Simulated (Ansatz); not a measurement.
Frontier orbitals of C2H5F3OZr (`CC[O][Zr]([F])([F])[F]`).

```xyz
12

C    -1.449    0.244    1.163
C    -0.874   -0.797    0.232
O     0.302   -0.339   -0.380
Zr    1.872    0.361   -1.166
F     1.931   -0.143   -3.006
F     1.850    2.263   -1.018
F     3.395   -0.338   -0.253
H    -1.687    1.161    0.619
H    -0.739    0.488    1.957
H    -2.365   -0.129    1.625
H    -0.642   -1.718    0.780
H    -1.594   -1.053   -0.553
```

The species carries charge 0 and has multiplicity 1. Correlated methods include outer-core shells of Zr, which these sets cover unevenly. Zr takes the def2 core potential. Geometry: relaxed with PBE0-D4/def2-TZVP. It is one conformer, not always the lowest. Basis def2-TZVPP, Ansatz.

| functional | HOMO (eV) | LUMO (eV) | gap (eV) |
| --- | --- | --- | --- |
| LDA (SPW92) | -7.58 | -1.61 | 5.97 |
| PBE | -7.42 | -1.33 | 6.09 |
| BLYP | -7.35 | -1.24 | 6.11 |
| PBE0 | -8.95 | -0.44 | 8.51 |
| B3LYP | -8.74 | -0.74 | 8.00 |
| BHLYP | -10.45 | 0.01 | 10.46 |
| CAM-B3LYP | -10.42 | 0.16 | 10.58 |
| LC-ωPBE | -11.73 | 1.24 | 12.97 |
| ωB97M-V | -11.32 | 0.54 | 11.86 |

A quarter of exact exchange (PBE0) shifts PBE's HOMO by −1.54 eV and its LUMO by +0.89 eV; full exchange at long range (ωB97M-V) shifts them by −3.90 and +1.87 eV. The gap opens from 6.09 to 11.86 eV, since occupied levels lose self-interaction and empty ones feel all the electrons. A positive LUMO is unbound and depends on the basis.

B3LYP here is the variant with VWN-RPA as its local correlation; programs differ in this. LC-ωPBE has ω = 0.4 bohr⁻¹.
